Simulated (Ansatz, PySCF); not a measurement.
Gas-phase reaction in SMILES: [O][SiH3] → [O-][SiH3] (an electron is taken up)
Structures are relaxed separately at B3LYP-D3(BJ)/def2-TZVP in Ansatz (a first-principles code). Frequencies are from Ansatz or PySCF.

Quantity: adiabatic electron affinity (0 K, with B3LYP-D3(BJ) harmonic zero-point energies), positive where the reaction releases energy, in eV. Valence correlation only, unless marked. Open shells are spin-unrestricted. Spin-orbit coupling is left out. No relativistic terms. Anions need diffuse functions: aug- sets have them; def2-D sets add few; the other sets have none. CBS(X,Y): correlation extrapolated as X^-3; Hartree-Fock from the larger set. The bracket is a focal-point correction in the basis named.

RI-MP2/CBS(aug-cc-pV(T+d)Z,aug-cc-pV(Q+d)Z)+[CCSD(T)-MP2]/aug-cc-pV(T+d)Z (Ansatz) gives 3.34 eV.

Task: Another calculation gave 3.02 eV. Which level was it?
A) LC-wPBE/def2-TZVPD (Ansatz)
B) BHLYP/def2-TZVPD (Ansatz)
C) SVWN5/def2-TZVPD (Ansatz)
D) r2SCANh/def2-TZVPD (Ansatz)

Result: D, r2SCANh/def2-TZVPD (Ansatz). The others give 3.20 (LC-wPBE), 2.76 (BHLYP), 3.51 (SVWN5) eV.
